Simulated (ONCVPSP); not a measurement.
## An odd input for ONCVPSP 4.0.1 (aluminium (Al))

Command:

```bash
oncvpsp.x < Al.dat > Al.out
```

Input:

```
# ATOM AND REFERENCE CONFIGURATION
# atsym  z   nc   nv     iexc    psfile
  Al 13.00    3    2        4      upf
#
#   n    l    f
    1    0    2.00
    2    0    2.00
    2    1    6.00
    3    0    1.50
    3    1    1.50
#
# PSEUDOPOTENTIAL AND OPTIMIZATION
# lmax
    1
#
#   l,   rc,      ep,       ncon, nbas, qcut
    0    1.75    0.00    4    9    3.30
    1    2.50    0.00    3    6    3.10
#
# LOCAL POTENTIAL
# lloc, lpopt,  rc(5),   dvloc0
    4    5    1.35    1.00
#
# VANDERBILT-KLEINMAN-BYLANDER PROJECTORs
# l, nproj, debl
    0    2    3.80
    1    2    2.60
#
# MODEL CORE CHARGE
# icmod, fcfact, rcfact
    2    0.20    0.80
#
# LOG DERIVATIVE ANALYSIS
# epsh1, epsh2, depsh
    5.00   -2.00    0.02
#
# OUTPUT GRID
# rlmax, drl
    6.00    0.01
#
# TEST CONFIGURATIONS
# ncnf
    4
# nvcnf
#   n    l    f
    2
    3    0    2.00
    3    1    1.00
#
    2
    3    0    2.00
    3    1    0.00
#
    2
    3    0    1.00
    3    1    0.00
#
    2
    3    0    0.00
    3    1    3.00
#
```

This is an input that runs to its end, with one change: epsh1 and epsh2 swapped.

Question: How does the run end?

Answer: The program refuses the input: "test_data: must have epsh2 > epsh1".

```
ONCVPSP  (Optimized Norm-Conservinng Vanderbilt PSeudopotential)
scalar-relativistic version 4.0.1

test_data: must have epsh2 > epsh1
ERROR: test_data found   1 ERROR; stopping
```
